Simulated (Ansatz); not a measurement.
The cluster Pd3Au, relaxed as a doublet with UKS B3LYP-D4/def2-SVP in Ansatz, starting from the GFN1-xTB geometry. Force threshold 0.02 eV/Å.

In the def2 sets Au, Pd take a core potential; there is no spin–orbit coupling. The relaxation made no stability test and no search for a lower SCF solution. No other spin state of charge 0 was run. The structure comes from a short search, and lower isomers may exist.

Start:

Cartesian coordinates in Å:
```
Pd 0.892 -1.840 -0.523
Pd -0.323 0.359 -1.277
Pd -1.546 1.161 0.868
Au 0.977 0.319 0.932
```

Problem. Estimate the energy that the relaxation releases and the steps that it takes.

Solution. 68.8 kJ/mol, in 9 steps; 54 s on 4 threads of AMD EPYC 7R43 on a shared host. No frequencies were taken in this run, so the end may be a saddle point.

Problem. Does the start keep its bonding?

Solution. Bonds formed: Pd1–Pd3 (atoms count from 1). The end is the same structure that another start reached, the lowest one found.

Problem. Predict the relaxed structure.

Solution. 
```xyz
4

Pd    0.156   -1.612   -0.151
Pd   -0.073    0.649   -1.490
Pd   -1.402    0.311    0.764
Au    1.319    0.652    0.877
```
Bond lengths (bridged metal pairs left out): 3 × Pd–Pd 2.64 Å; 3 × Au–Pd 2.74 to 2.75 Å.
